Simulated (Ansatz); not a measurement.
`BO` + `Cl[SiH2][SeH]` → `B[Se][SiH2]Cl` + H₂O  (ligand exchange at a B–O bond)

Program: Ansatz. Geometries: PBE0-D4/def2-TZVP. ΔE: electronic, gas phase. CCSD(T)/CBS is the MP2 limit (def2-TZVPP, def2-QZVPP) plus CCSD(T) − MP2 in def2-TZVPP, frozen cores. This one scheme is used for every species. DFT in def2-TZVPP. B3LYP here is the variant with VWN-RPA as its local correlation; programs differ in this. For Se outer-core shells are correlated without core-valence functions, which leaves a few kJ/mol of doubt a bond. Scalar relativity is left out up to krypton. Each species was taken in one conformer, which may not be the lowest.

```
             level  ΔE (kJ/mol)
         r2SCAN-D4         52.7
           PBE0-D4         48.7
           ωB97M-V         58.3
             B3LYP         64.2
    MP2/def2-TZVPP         46.4
SCS-MP2/def2-TZVPP         53.4
      HF/CBS(def2)         72.3
    CCSD/CBS(def2)         49.7
```

(1) What does CCSD(T)/CBS give? (Estimate.)

Largest T1 diagnostic among the species: 0.014.

Results:

(1) The calculation gave: +46.3 kJ/mol. The listed levels differ from it by 6.4, 2.4, 12.0, 17.9, 0.1, 7.1, 26.0, 3.4 kJ/mol.

The D4 term adds −6.8 kJ/mol with B3LYP and −3.8 kJ/mol with PBE0; it sums over pairs of atoms, weighted by their polarisabilities, and B3LYP, whose exchange is more repulsive, gets the larger term. In def2-TZVPP, CCSD(T) changes the Hartree–Fock value by −20.7 kJ/mol (the triples alone add −3.5 kJ/mol) and MP2 by −25.1 kJ/mol.
